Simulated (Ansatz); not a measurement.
`CCC(=O)N(C)C` + `F[SiH]1C=N1` → `CC[Si]1(F)C=N1` + `CN(C)C=O`  (formal exchange of groups at a C–C bond)

Computed with Ansatz on PBE0-D4/def2-TZVP structures; ΔE is electronic, products minus reactants. CCSD(T)/CBS is the MP2 limit (def2-TZVPP, def2-QZVPP) plus CCSD(T) − MP2 in def2-TZVPP, frozen cores. Each species was taken in one conformer, which may not be the lowest.

```
         species  CCSD/def2-TZVPP energy (Eh)
  `CCC(=O)N(C)C`                   -326.54103
   `F[SiH]1C=N1`                   -482.67560
`CC[Si]1(F)C=N1`                   -561.15729
      `CN(C)C=O`                   -248.07248
```

(1) Work out ΔE.

Largest T1 diagnostic among the species: 0.014.

Answers

(1) ΔE = (-561.15729) + (-248.07248) − (-326.54103) − (-482.67560) = -0.01314 Eh = -0.36 eV. CCSD(T)/CBS gives -0.35 eV.

From BLYP to BHLYP (50 % exact exchange), in def2-TZVPP and without D4, ΔE moves by +0.06 eV. Leaving LDA and LC-ωPBE aside and taking each functional with its dispersion term where it has one, the values, not all of them listed here, spread over 0.06 eV, from PBE-D4 to ωB97X-V. LDA lies +0.11 eV from PBE without D4. At CCSD(T), def2-SVP lies +0.09 eV from the extrapolated value and def2-TZVPP +0.00 eV.
